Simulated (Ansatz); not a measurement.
One change: `[CH3][SnH2][CH2]Cl` becomes `[CH3][SnH2][CH2]F`.

Ansatz, PBE0-D4/def2-TZVP geometries, multiplicity 1. Each molecule was computed in one conformer, which needn't be the lowest.

Elements past krypton have def2 core potentials.

```tsv
property	`[CH3][SnH2][CH2]Cl`
LUMO energy (PBE0/def2-TZVPP) / eV	-0.02
HOMO energy (ωB97M-V/def2-TZVPP) / eV	-9.73
HOMO energy (B3LYP/def2-TZVPP) / eV	-7.33
HOMO energy (PBE0/def2-TZVPP) / eV	-7.55
size of the dipole moment (B3LYP/def2-TZVPP) / D	1.53
LUMO energy (ωB97M-V/def2-TZVPP) / eV	1.35
```

Q: Give the same properties after the change, and the shifts. (Best estimate.)

A: Computed: 
```
                                        property  `[CH3][SnH2][CH2]F`  shift
              LUMO energy (PBE0/def2-TZVPP) / eV                 0.25   0.27
           HOMO energy (ωB97M-V/def2-TZVPP) / eV               -10.01  -0.28
             HOMO energy (B3LYP/def2-TZVPP) / eV                -7.59  -0.26
              HOMO energy (PBE0/def2-TZVPP) / eV                -7.79  -0.24
size of the dipole moment (B3LYP/def2-TZVPP) / D                 1.30  -0.23
           LUMO energy (ωB97M-V/def2-TZVPP) / eV                 1.48   0.13
```

With PBE0 the HOMO falls by 0.24 eV and the LUMO rises by 0.27 eV, so the gap widens by about 0.51 eV. PBE moves the HOMO by -0.16 eV and ωB97M-V by -0.28 eV. Dipoles are sizes alone; their direction can turn.

B3LYP here is the variant with VWN-RPA as its local correlation; programs differ in this.
